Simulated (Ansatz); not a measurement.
Ga8N8H22⁺, a nanocrystal cut from wurtzite GaN (hydrogen-capped), relaxed as a doublet with UKS r2SCAN-D4/def2-SVP in Ansatz, starting from the r2SCAN-D4/def2-SVP geometry of the neutral singlet. Force threshold 0.03 eV/Å.

Single mean-field runs in def2-SVP are fitted with def2-universal-jkfit. The gap within one spin of the relaxed charge 1 doublet nearly closes, so an electron or hole may be smeared out by delocalisation error.

Start:

```xyz
38

Ga   -0.086   -3.680    0.592
N     0.164   -2.647    2.319
N     0.037   -2.156   -0.693
Ga   -1.435   -0.880   -0.428
Ga    0.534   -0.687    2.233
N    -1.000    0.050    1.262
N    -1.253    0.496   -1.821
Ga   -2.754    1.811   -1.742
Ga   -0.767    1.988    1.097
N    -2.386    2.590    0.094
Ga    1.848   -1.443   -0.692
N     2.004   -0.456    0.983
N     1.806   -0.010   -2.090
Ga    0.443    1.447   -1.920
Ga    2.431    1.492    0.727
N     0.735    2.153   -0.126
H    -1.547   -4.250    0.615
H     1.195   -4.580    0.451
H    -0.663   -2.791    2.906
H     0.921   -3.091    2.847
H    -0.126   -2.595   -1.607
H    -2.848   -1.549   -0.387
H     0.746   -0.129    3.679
H    -1.812   -0.085    1.875
H    -1.397    0.017   -2.718
H    -4.126    1.057   -1.644
H    -2.475    2.977   -2.757
H    -0.665    2.772    2.447
H    -3.206    2.431    0.686
H    -2.343    3.609    0.001
H     3.010   -2.444   -0.994
H     2.850   -0.807    1.448
H     1.731   -0.440   -3.016
H     2.729    0.440   -2.087
H     0.618    2.475   -3.085
H     2.586    2.166    2.137
H     3.581    1.591   -0.355
H     0.921    3.157   -0.236
```

```
        step   energy (eV)  largest force component (eV/Å)  SCF passes
           1  -431239.1840                           0.599          75
           2  -431239.2920                           0.239          39
           3  -431239.3144                           0.077          32
4 (rejected)  -431239.2985                           0.283          33
           5  -431239.3246                           0.067          31
           6  -431239.3332                           0.081          31
           7  -431239.3381                           0.166          32
           8  -431239.3415                           0.124          30
           9  -431239.3441                           0.031          34
          10  -431239.3447                           0.017          31
```

Force components are those of the run's own axes.

End:

```xyz
38

Ga   -0.275   -3.614    0.574
N     0.262   -2.686    2.266
N     0.071   -2.124   -0.729
Ga   -1.478   -0.893   -0.413
Ga    0.502   -0.695    2.257
N    -1.033    0.030    1.246
N    -1.202    0.469   -1.829
Ga   -2.830    1.640   -1.623
Ga   -0.772    1.984    1.112
N    -2.313    2.662    0.014
Ga    1.875   -1.374   -0.653
N     1.994   -0.407    1.031
N     1.853    0.015   -2.073
Ga    0.486    1.468   -1.902
Ga    2.423    1.533    0.785
N     0.739    2.157   -0.103
H    -1.777   -4.011    0.679
H     0.856   -4.655    0.187
H    -0.414   -2.932    2.997
H     1.143   -3.085    2.609
H    -0.072   -2.539   -1.659
H    -2.853   -1.606   -0.463
H     0.655   -0.159    3.708
H    -1.839   -0.094    1.873
H    -1.346    0.015   -2.740
H    -4.130    0.838   -1.324
H    -2.667    2.609   -2.871
H    -0.698    2.720    2.479
H    -3.138    2.757    0.616
H    -2.082    3.628   -0.240
H     3.014   -2.416   -0.888
H     2.832   -0.757    1.513
H     1.767   -0.430   -2.993
H     2.775    0.469   -2.098
H     0.595    2.477   -3.081
H     2.566    2.188    2.208
H     3.598    1.657   -0.267
H     0.914    3.165   -0.209
```

By distances, no bond broke or formed. The bond that changes most is N3–Ga4, from 1.97 to 2.00 Å (atoms count from 1).

No frequencies were taken in this run, so the end may be a saddle point.

Hardware: 2 threads of AMD EPYC 7R13 on a shared host and a share (18 GiB) of an NVIDIA H100 80GB HBM3. Wall time 57 s.
